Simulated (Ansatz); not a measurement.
```yaml
crystal:
  periodic: [false, false, false]
  atoms:
    - {symbol: C, position_ang: [-1.140348, -0.542278, 0.450319]}
    - {symbol: N, position_ang: [-0.066933, -0.022084, -0.362199]}
    - {symbol: C, position_ang: [1.198235, -0.623074, -0.014114]}
    - {symbol: Cd, position_ang: [-0.091286, 1.921837, -0.823020]}
    - {symbol: F, position_ang: [-0.150962, 3.755403, -1.442525]}
    - {symbol: H, position_ang: [-1.015286, -0.365918, 1.532163]}
    - {symbol: H, position_ang: [-1.209040, -1.631949, 0.313700]}
    - {symbol: H, position_ang: [-2.103349, -0.120492, 0.151117]}
    - {symbol: H, position_ang: [1.507574, -0.453066, 1.031131]}
    - {symbol: H, position_ang: [1.999837, -0.262271, -0.663766]}
    - {symbol: Xx, position_ang: [1.137057, -1.713008, -0.152207]}
basis:
  gaussian: {orbitals: def2-mTZVPP, nuclear_model: gaussian}
hamiltonian: {xc: {name: SPW92}}
```

```sh
$ ansatz run in.yaml --threads 4 --pin off --events-out ev --progress --plain --max-ram 11315MiB
```

Shortened log:

```
Error: YAML parse error: error: line 14 column 16: `Xx` is not an element symbol (H … Og, case-exact)
12 |     - {symbol: H, position_ang: [1.507574, -0.453066, 1.031131]}
13 |     - {symbol: H, position_ang: [1.999837, -0.262271, -0.663766]}
14 |     - {symbol: Xx, position_ang: [1.137057, -1.713008, -0.152207]}
15 | basis:
16 |   gaussian: {orbitals: def2-mTZVPP, nuclear_model: gaussian}
```

(1) What is wrong with this run?

Answers

(1) An element symbol is wrong. The program refused the input.
